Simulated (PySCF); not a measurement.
# Stationary points of WO₂Br

Method: PBE0 in PySCF with W def2-TZVP with ECP60, O def2-TZVP, Br def2-TZVP; scalar-relativistic core potentials, no spin–orbit coupling; density-fitted integrals.

Relaxations began from a few typed shapes; open shells are unrestricted. The search is not exhaustive: other isomers or separated fragments can lie lower, and high-lying points may rest on an excited occupation.

Task: Which is the lowest minimum found?
A. doublet Cs: W–Br 2.420 Å, W–O 1.698 Å (×2); Br–W–O 119.9° (×2), O–W–O 110.5°
B. doublet C2v: W–Br 2.428 Å, W–O 1.701 Å (×2); Br–W–O 124.1° (×2), O–W–O 111.8°
C. doublet Cs: W–Br 2.420 Å, W–O 1.698 Å (×2); Br–W–O 119.9° (×2), O–W–O 110.5°

Result: C. The others lie at 0.2 (doublet Cs), 2.1 (doublet C2v, a saddle point) kJ/mol above it.

Formally W is in oxidation state +5, d1, with 1 unpaired electron. The Mulliken spin on W is 1.14. The polar-tensor charge on W, 1.73, is far below the formal one.

For the lowest minimum: with open d or f shells other occupations or spin states may lie lower. With an element this heavy the missing spin–orbit coupling can shift these numbers.
